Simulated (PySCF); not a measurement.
Sn(Me)(NH2)3 (CH9N3Sn), SMILES [CH3][Sn]([NH2])([NH2])[NH2]. The structure is a stationary point at PBE-D3(BJ)/def2-SVP. The def2 effective core potentials stand for the cores of Sn; spin–orbit coupling is left out. Other conformers were not sampled.

Computed equilibrium geometry at PBE-D3(BJ)/def2-SVP (PySCF confirms it by a frequency run) as a Z-matrix (one conformer of several):
```
Sn
N 1 2.0649
H 2 1.0292 1 110.40
H 2 1.0292 3 106.37 1 -119.74
N 1 2.0774 2 101.15 3 59.39
H 5 1.0298 1 110.95 2 178.31
H 5 1.0299 6 106.02 1 119.94
N 1 2.0776 2 101.14 3 -176.07
H 8 1.0299 1 110.93 2 -178.87
H 8 1.0299 9 106.01 1 -119.95
C 1 2.1695 2 120.19 3 -58.36
H 11 1.1065 1 109.60 2 -117.66
H 11 1.1065 12 110.02 1 120.65
H 11 1.1066 12 109.15 13 119.71
```
